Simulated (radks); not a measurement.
Question: Species: Lu16.375+. Configuration: [Ar] 3d10 4s2 4p(up 3, down 2.625) 4d10 4f9 (fractional occupations, a model configuration). Calculated with a radial shooting solver on a logarithmic mesh with Libxc functionals: scalar-relativistic Kohn-Sham, PBEsol, spin-polarised, spherical densities, finite nucleus; open shells are filled with parallel spins first (spin-orbit coupling, left out, can overturn this in heavy ions); Fermi nuclear charge, rms radius 5.37 fm. Some entries of the table are withheld. Estimate them.

orbital   occ.  eigenvalue (hartree)  <1/r> (bohr^-1)
1s up        1             -2337.077            82.16
1s down      1             -2337.068            82.16
2s up        1             -409.7174            19.17
2s down      1             -409.7076            19.17
2p up        3             -362.2943            17.55
2p down      3             -362.2832            17.55
3s up        1             -103.9016            7.089
3s down      1             -103.7664            7.096
3p up        3             -89.66089            6.588
3p down      3             -89.52484            6.595
3d up        5             -72.52755            6.237
3d down      5             -72.42156            6.243
4s up        1                   (1)            3.050
4s down      1                   (2)            3.046
4p up        3             -26.94325            2.800
4p down  2.625             -26.69535            2.795
4d up        5             -20.71513            2.524
4d down      5             -20.47274            2.518
4f up        7             -13.72758              (3)
4f down      2             -13.48193              (4)

Answer: 
(1) 4s up eigenvalue (hartree): -31.70893
(2) 4s down eigenvalue (hartree): -31.45397
(3) 4f up <1/r> (bohr^-1): 2.175
(4) 4f down <1/r> (bohr^-1): 2.166
